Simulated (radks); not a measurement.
Values are calculated unless marked as measured or tabulated.
These are the eigenvalues of the occupied orbitals of an atom or ion with whole-number occupations (hartree). Level of theory: Dirac Kohn-Sham, relativistic LDA (MacDonald-Vosko exchange, VWN5 correlation), spin-unpolarised, spherical densities, finite nucleus; Fermi nuclear charge, rms radius of each element as measured or else 0.836 A^(1/3) + 0.57 fm (a radial shooting solver on a logarithmic mesh with Libxc functionals).

1s1/2: -1075.767
2s1/2: -176.3816
2p1/2: -166.1003
2p3/2: -157.6903
3s1/2: -46.43577
3p1/2: -42.23403
3p3/2: -40.66289
3d3/2: -33.22424
3d5/2: -32.89379
4s1/2: -18.59506
4p1/2: -17.03472
4p3/2: -16.63668

Which element is it, and in what charge state? The configuration may be excited. Open shells, if any, fill j = l - 1/2 first.

Answer. Z = 50, tin, charge +17: Sn17+ in [Ar] 3d10 4s2 4p3. The list shows which subshells hold electrons but not how many an open one holds; the 1s level, -1075.8 hartree, gives Z - s = 46.4 by -(Z - s)^2/2, which with screening and relativity narrows Z to a few neighbours, and the depths of the outer levels then fix element, charge and occupations together.
